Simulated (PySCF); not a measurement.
**Field gradients at the hydrogen positions**

C3H4F3N.
Geometry (GFN2-xTB, Å), atoms numbered from 1 in this order:
```
atom  x, y, z in Å
C1     1.9000   -0.0173    0.2799
N2     0.5080   -0.0015    0.5585
C3    -0.3422   -0.0156   -0.3569
C4    -1.8097    0.0186   -0.0174
F5    -2.5013   -0.8459   -0.7801
F6    -2.3342    1.2342   -0.2600
F7    -2.0780   -0.2767    1.2522
H8     2.1398   -0.0655   -0.7889
H9     2.3328    0.8814    0.7203
H10    2.3290   -0.8729    0.8016
H11   -0.1388   -0.0362   -1.4352
```

Level: PBE0/pcSseg-1 (PySCF, non-relativistic); Q(2H) = 0.00286 b; rigid geometry, the same for H and D, with no vibrational averaging.

Q: What are Vzz, η and χzz (234.96 MHz × Q × Vzz) at all hydrogens?

A: 
```json
{"atom": "H8", "bonded to": "C1", "bond length (Å)": "1.096", "Vzz (au)": "0.2911", "η": "0.08", "χzz (kHz)": "196"}
{"atom": "H9", "bonded to": "C1", "bond length (Å)": "1.090", "Vzz (au)": "0.3040", "η": "0.05", "χzz (kHz)": "204"}
{"atom": "H10", "bonded to": "C1", "bond length (Å)": "1.090", "Vzz (au)": "0.3043", "η": "0.05", "χzz (kHz)": "204"}
{"atom": "H11", "bonded to": "C3", "bond length (Å)": "1.097", "Vzz (au)": "0.2868", "η": "0.08", "χzz (kHz)": "193"}
```

Q: A static deuteron (I = 1) shows a doublet split by (3/2)χ, (3/4)χ(1 + η) and (3/4)χ(1 − η) with the field along z, y and x of the gradient. What are these for H9?

A: With |χ| = 204.3 kHz and η = 0.049: 306, 161 and 146 kHz, to first order and without motion.

Isolated species at its GFN2-xTB geometry, gas phase. GFN2-xTB bond lengths can be off by several hundredths of an ångström, more for odd bonds, and the gradients follow them. The small basis limits the accuracy of the gradients.

These values come from a run that also computed NMR shieldings. Hardware: one thread of an Intel Xeon Platinum 8375C at 2.90 GHz, on a shared host. Cost: 17 s wall, 0.66 GiB resident at most.
